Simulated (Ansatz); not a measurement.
The cluster BaSe₂. Total charge 0; triplet. Geometry PBE0-D4/def2-TZVP; atoms count from 1.

```xyz
3

Ba    1.6775    0.5572    0.7675
Se   -1.3744    0.0293    0.5634
Se   -0.3031   -0.5865   -1.3309
```

In the def2 sets Ba takes a core potential; there is no spin–orbit coupling. At PBE0-D4/def2-TZVP a singlet of charge 0 lies 1.19 eV below the triplet, each at its own geometry. The structure comes from a short search, and lower isomers may exist.

Question: Estimate the Mulliken populations from the PBE0/def2-TZVP orbitals of Ansatz.

Answer: 
```tsv
atom	charge (e)	spin (α − β)
Ba1	0.58	0.99
Se2	-0.29	0.50
Se3	-0.29	0.50
```
Mulliken values depend strongly on the basis.

Question: Where does the spin sit?

Answer: Summed by element: Ba 0.99, Se 1.01, of 2 unpaired in all. Largest on single atoms: Ba1 0.99, Se2 0.50, Se3 0.50.

Question: And the Mayer bond orders between heavy atoms (over 0.3)?

Answer: Ba1–Se2 0.40 (3.10 Å); Ba1–Se3 0.40 (3.10 Å); Se2–Se3 1.54 (2.26 Å).
